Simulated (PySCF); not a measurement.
## Excitation energy of Ga(2+) by level of theory

Ga(2+) [Ar] 3d10 4s1 (2S) → Ga(2+) [Ar] 3d9 4s2 (2D), as a difference of total energies. Calculation: PySCF 2.14, in def2-QZVPPD (12s7p5d4f1g, 95 functions); no relativity, point nucleus. Correlated levels: valence and next inner shell: [Ne] frozen. The calculations carry no spin-orbit coupling.

| method | excitation energy (eV) |
| --- | --- |
| UHF | 16.608 |
| LDA | 17.463 |
| PBE | 17.180 |
| PBE0 | 17.194 |
| r2SCAN | 17.332 |
| B3LYP | 16.942 |
| HSE06 | 17.110 |
| TPSS | 17.225 |
| B97-3 | 16.980 |
| MP2 (valence and next inner shell) | 17.741 |
| SCS-MP2 (valence and next inner shell) | 17.357 |

Task: How much does correlation contribute at MP2 (valence and next inner shell)?

Result: 17.741 − (16.608) = 1.133 eV, measured against UHF.

A first-order spin-orbit estimate (lowest level to lowest level, LS coupling) adds -0.191 eV.
